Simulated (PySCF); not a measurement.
SMILES [Cl][Cd][Cl] (CdCl2) (PBE0/def2-SVP optimised geometry):

```
3

Cd     0.000     0.000     0.000
Cl    -2.277     0.000    -0.001
Cl     2.277     0.000     0.000
```

Computed with PySCF 2.14.0 with PBE0/def2-TZVP, def2 effective core potentials past Kr.

**Question.** What are the frontier orbital energies and the dipole moment?

**Answer.** HOMO-2 -9.29 eV, HOMO-1 -8.89 eV, HOMO -8.89 eV, LUMO -2.27 eV, LUMO+1 -0.66 eV; dipole moment 0.00 D.
